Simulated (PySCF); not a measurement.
GeS (SMILES [S]=[Ge]), singlet, geometry from GFN2-xTB, with bond 1-2 at 1.3 times its length. Base run: PBE0/6-31G* (PySCF).

PySCF was given this input:
```python
from pyscf import gto, scf, dft

mol = gto.Mole()
mol.atom = '''
    Ge    0.000000    0.000000   -1.288861
    S     0.000000    0.000000    1.356695
'''
mol.basis = '6-31g*'
mol.charge = 0
mol.spin = 0
mol.verbose = 4
mol.build()

mf = dft.RKS(mol)
mf.xc = 'pbe0'
mf.kernel()
mf.analyze()
```

Variants of this job, named by their change:

```
change                                                                            ΔE vs base (mEh)  SCF cycles        outcome
--------------------------------------------------------------------------------  ----------------  ----------  -------------
base                                                                                         0.000          12      converged
conv_tol = 1e-11                                                                             0.000          13      converged
diis = off (with mf.max_cycle = 100)                                                             -         100  not converged
diis_space = 2                                                                               0.000          42      converged
DIIS = EDIIS                                                                                     -          50  not converged
level_shift = 0.3 (with mf.max_cycle = 100)                                                  0.000          39      converged
diis = off; damp = 0.6 (with mf.diis_start_cycle = 200; with mf.max_cycle = 150)                 -         150  not converged
conv_tol = 1e-4                                                                              0.082           9      converged
conv_tol = 1e-7                                                                              0.000          11      converged
init_guess = 1e                                                                              0.000          14      converged
DIIS = ADIIS                                                                                 0.000          27      converged
init_guess = atom                                                                            0.000          13      converged
init_guess = mod_huckel                                                                      0.000          15      converged
```
